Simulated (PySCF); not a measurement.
C3H6BNO, SMILES C#CB(O)NC.

Geometry optimised at PBE-D3(BJ)/def2-SVP. This is a generated structure with no PubChem entry under its InChIKey; it may be hypothetical. The values are those of a single conformer.

Computed with PBE-D3(BJ)/def2-SVP run with PySCF.

No scaling factor is applied to the harmonic values.

```tsv
mode	ν (cm⁻¹)	IR (km/mol)	moving atoms (share of kinetic energy)
1	130	0.3	C 63 %, H 22 %, O 10 %
2	142	1.8	H 78 %, N 13 %
3	160	0.1	H 41 %, N 34 %, C 14 %, O 10 %
4	239	4.1	C 62 %, H 20 %, B 10 %
5	256	0.3	C 42 %, O 22 %, H 22 %, N 9 %
6	426	22.8	C 52 %, O 21 %, H 15 %, N 10 %
7	447	126.2	H 92 %
8	535	1.9	C 40 %, N 23 %, O 16 %, H 14 %
9	591	1.7	H 57 %, B 24 %, C 16 %
10	641	76.9	B 45 %, H 32 %, N 13 %
11	666	3.9	C 41 %, O 26 %, N 17 %, H 9 %
12	679	33.6	H 76 %, C 24 %
13	691	39.2	H 76 %, C 24 %
14	953	103.1	H 68 %, C 11 %, B 10 %
15	1055	61.1	H 79 %, C 11 %
16	1107	0.3	H 75 %, C 20 %
17	1147	42.8	N 38 %, H 28 %, C 28 %
18	1273	137.8	B 49 %, H 21 %, O 20 %
19	1305	151.0	H 48 %, B 41 %
20	1400	13.6	H 83 %, C 15 %
21	1416	4.1	H 97 %
22	1428	51.8	H 88 %
23	1536	249.0	N 37 %, B 34 %, H 27 %
24	2109	22.6	C 90 %, H 9 %
25	2934	85.9	H 97 %
26	2992	36.1	H 90 %, C 10 %
27	3071	5.8	H 91 %, C 9 %
28	3394	47.4	H 86 %, C 14 %
29	3516	27.7	H 93 %
30	3777	78.2	H 94 %
```
